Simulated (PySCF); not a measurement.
Coordinates in bohr (charge 0 multiplicity 3):
```
Nb    0.1092    0.0000    0.0000
F     3.6333    0.0000   -0.0001
F    -2.0971    2.7956    0.0000
F    -2.0970   -2.7956    0.0000
```

Method: PySCF, UB3LYP, basis Nb def2-SVP with ECP28, F def2-SVP (scalar-relativistic core potentials, no spin–orbit coupling, density fitting).

This geometry of NbF3 is a stationary point at this level.

Problem. What is the point group?

Solution. C2v.

Problem. Is it a minimum?

Solution. Yes: all harmonic wavenumbers are real.

Problem. What are the dipole moment and the gap between the highest occupied and lowest empty levels of either spin?

Solution. 1.14 D and 2.81 eV.

Problem. What is the atomisation energy, with and without zero-point energy?

Solution. 1811 kJ/mol without, 1797 kJ/mol with.

Only a few start shapes were tried, so a lower isomer may exist. Other spin states or occupations of the open shell can lie lower.
